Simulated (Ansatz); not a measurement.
AlBClH6NSi (`[SiH3][NH][AlH][BH]Cl`). Charge 0, multiplicity 1. The structure was optimised at the PBE0-D4/def2-TZVP level. It is one conformer, not always the lowest.

```xyz
11

Si   -1.549    0.093    0.768
N    -0.327    1.220    0.318
Al    1.242    0.776   -0.416
B     1.531   -1.309   -0.753
Cl    1.173   -1.962   -2.342
H    -2.819    0.271    0.010
H    -0.998   -1.259    0.461
H    -1.886    0.151    2.218
H    -0.536    2.196    0.478
H     2.249    1.952   -0.769
H     1.921   -2.128    0.027
```

Question: What is the dipole moment at PBE/def2-TZVPP? (An estimate is asked.)

Answer: The calculation gave: 1.17 D, with components (-0.07, 1.02, 0.57) D in this frame, pointing from negative to positive charge.

Question: And with r2SCAN, B3LYP, ωB97M-V? (Estimate.)

Answer: The calculation gave: r2SCAN 1.31 D, B3LYP 1.31 D, ωB97M-V 1.34 D.

Question: Give the Mulliken charges with PBE, B3LYP, r2SCAN in def2-TZVPP. (Best estimate.)

Answer: Computed: 
```
atom    PBE  B3LYP  r2SCAN
 Si1   0.25   0.33    0.37
  N2  -0.28  -0.34   -0.41
 Al3   0.24   0.29    0.38
  B4   0.03   0.06    0.05
 Cl5  -0.10  -0.13   -0.12
  H6  -0.07  -0.08   -0.09
  H7  -0.05  -0.07   -0.08
  H8  -0.07  -0.08   -0.09
  H9   0.12   0.11    0.13
 H10  -0.11  -0.14   -0.15
 H11   0.03   0.04    0.01
```

B3LYP here is the variant with VWN-RPA as its local correlation; programs differ in this.
